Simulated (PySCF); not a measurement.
SnF₂, SMILES [F][Sn][F] (connectivity only; charge and spin as stated), neutral, multiplicity 1.

Geometry: B3LYP-D3(BJ)/def2-TZVP. The isomer is the one that the SMILES or the coordinates give; other isomers of the formula were not compared. The def2 effective core potentials stand for the cores of Sn; spin–orbit coupling is left out.

Two levels are set side by side: PBE/def2-TZVPD (PySCF) and PBE0/def2-TZVPD (PySCF). Same geometry, gas phase. Differences are taken from unrounded values.

```tsv
quantity	PBE0	PBE	PBE minus PBE0
orbital gap (eV)	5.94	4.02	-1.92
highest occupied level (eV)	-8.83	-7.60	1.23
lowest empty level (eV)	-2.89	-3.58	-0.69
dipole moment (D)	3.85	3.66	-0.19
mean polarisability (bohr³)	37.9	39.7	1.9
```

Without exact exchange PBE keeps part of each electron's self-repulsion, which lifts occupied levels and narrows the gap. PBE's more diffuse valence density responds more strongly to a field. Differences between two approximate levels are no errors against the true value.

Rough cost on one machine, each run with all the roots and properties that it gave: PBE0 against PBE within a factor of 2.
